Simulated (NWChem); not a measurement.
CH$_{4}$AlFOS; SMILES C[S][Al]([F])[OH]

```xyz
9

Al    -0.0920     0.7676    -0.0007
F      0.8112     2.1609     0.0015
O     -1.7840     0.8157     0.0221
H     -2.3378     1.5970     0.0476
S      0.8851    -1.1525    -0.0312
C     -0.5806    -2.2577    -0.0275
H     -1.5209    -1.6926     0.0083
H     -0.5170    -2.9149     0.8498
H     -0.5584    -2.8696    -0.9391
```
Atoms are numbered in this order, from 1.

Geometry: optimised at PBE0/def2-SVP.

Task: Give the principal values of the shielding tensors (ppm) of Al1, F2, O3, S5, C6 from Hartree-Fock/6-31G* (spherical d), GIAO (NWChem), with their diamagnetic and paramagnetic parts as GIAO splits them.

Result: 
```json
[
 {"atom": "Al1", "σ11": "477.4", "σ22": "501.5", "σ33": "595.9", "isotropic": "524.9", "diamagnetic": "792.6", "paramagnetic": "-267.7"},
 {"atom": "F2", "σ11": "327.0", "σ22": "356.1", "σ33": "455.3", "isotropic": "379.5", "diamagnetic": "470.3", "paramagnetic": "-90.9"},
 {"atom": "O3", "σ11": "286.1", "σ22": "322.1", "σ33": "368.5", "isotropic": "325.5", "diamagnetic": "391.7", "paramagnetic": "-66.1"},
 {"atom": "S5", "σ11": "761.9", "σ22": "769.0", "σ33": "982.1", "isotropic": "837.7", "diamagnetic": "1056.5", "paramagnetic": "-218.8"},
 {"atom": "C6", "σ11": "185.6", "σ22": "185.9", "σ33": "205.0", "isotropic": "192.2", "diamagnetic": "253.2", "paramagnetic": "-61.1"}
]
```
